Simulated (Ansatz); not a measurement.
Reaction (redistribution): `[SH][Sn][SH]` + `[NH2][Ga]([F])[Cl]` → `[SH][Sn][Cl]` + `[NH2][Ga]([F])[SH]`

Computed with Ansatz on PBE0-D4/def2-TZVP structures; ΔE is electronic, products minus reactants. CCSD(T)/CBS is the MP2 limit (def2-TZVPP, def2-QZVPP) plus CCSD(T) − MP2 in def2-TZVPP, frozen cores. Functionals use def2-TZVPP. B3LYP here is the variant with VWN-RPA as its local correlation; programs differ in this. def2 core potentials past Kr. For Ga, Sn outer-core shells are correlated without core-valence functions, which leaves a few kJ/mol of doubt a bond. Scalar relativity is left out up to krypton. One conformer a species, not always the lowest.

Q: Is it downhill or uphill in electronic energy at CCSD(T)/CBS, and by how much? (An estimate is asked.)

A: Ansatz gave: Downhill: ΔE = -0.08 eV.

Q: What do these levels give: PBE-D4, r2SCAN-D4, B3LYP-D4, ωB97X-V, B2PLYP, PBE0, SCS-MP2/def2-TZVPP, CCSD/def2-TZVPP, CCSD(T)/def2-TZVPP, MP2/def2-QZVPP, SCS-MP2/def2-QZVPP, MP2/CBS(def2)? (Estimate.)

A: Ansatz gave: PBE-D4 -0.10, r2SCAN-D4 -0.08, B3LYP-D4 -0.10, ωB97X-V -0.10, B2PLYP -0.08, PBE0 -0.08, SCS-MP2/def2-TZVPP -0.05, CCSD/def2-TZVPP -0.05, CCSD(T)/def2-TZVPP -0.04, MP2/def2-QZVPP -0.06, SCS-MP2/def2-QZVPP -0.07, MP2/CBS(def2) -0.08 eV.

Largest T1 diagnostic among the species: 0.016.
